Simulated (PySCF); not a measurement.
Isomers of H5FSi3. Isolated molecules, 0 K electronic values unless said otherwise. One relaxed conformer stands for each flexible species; it need not be the lowest. Strings in code marks are SMILES.

Quantity: vertical ionisation energy (energy after one electron is removed minus that of the parent at the parent's geometry), in eV.

Level 1: PBE-D3(BJ)/def2-TZVP // ωB97X-D3(BJ)/def2-TZVP (PySCF)
Level 2: PBE/6-31G* // ωB97X-D3(BJ)/def2-TZVP (PySCF)
Level 3: minus the HOMO energy of HF/3-21G // ωB97X-D3(BJ)/def2-TZVP (PySCF)
Level 4: minus the HOMO energy of PBE-D3(BJ)/def2-TZVP // ωB97X-D3(BJ)/def2-TZVP (PySCF)

| species | level 2 | level 3 | level 4 |
|---|---|---|---|
| `F[Si](=[SiH2])[SiH3]` | 7.80 | 7.77 | 5.22 |
| `F[SiH2][SiH]=[SiH2]` (F–Si–Si–Si torsion 1°) | 7.95 | 7.83 | 5.35 |
| `F/[SiH]=[SiH]\[SiH3]` | 7.95 | 7.94 | 5.38 |
| `F/[SiH]=[SiH]/[SiH3]` | 8.04 | 8.05 | 5.47 |

What does level 1 give for each, and how far do the other levels lie from it on average?


- `F[Si](=[SiH2])[SiH3]`: 7.85
- `F[SiH2][SiH]=[SiH2]` (F–Si–Si–Si torsion 1°): 7.98
- `F/[SiH]=[SiH]\[SiH3]`: 8.02
- `F/[SiH]=[SiH]/[SiH3]`: 8.10
Mean absolute difference from level 1, which has limits of its own, over these rows (drawn at random from the members that have all these levels): level 2 0.055 eV, level 3 0.091 eV, level 4 2.63 eV.
